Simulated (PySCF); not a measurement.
Computed IR spectrum (relative IR intensity) of a molecule C2H7NOSi2. Coordinates come from a PBE-D3(BJ)/def2-SVP optimisation. Other conformers were not sampled. All values below come from PBE-D3(BJ)/def2-SVP (PySCF 2.14.0). Frequencies are harmonic and unscaled.

ν (cm⁻¹): 419 (w), 513 (w), 531 (w), 559 (w), 650 (vw), 669 (m), 739 (m), 776 (w), 800 (w), 867 (m), 900 (m), 935 (w), 956 (m), 1052 (vs), 2139 (m), 2155 (m), 2158 (s), 2162 (m), 2993 (vw), 3474 (s) (against the strongest line: vs over 80 %, s over 45 %, m over 15 %, w over 4 %, vw less)

**Question.** Identify the compound among the candidates.
(A) O[Si@H]1C=CN1[SiH3]
(B) O[SiH2]C1=NC[SiH2]1
(C) C#C[Si@H](O)[SiH2]N
(D) O=C[SiH2]/N=C/[SiH3]

**Answer.** B, O[SiH2]C1=NC[SiH2]1
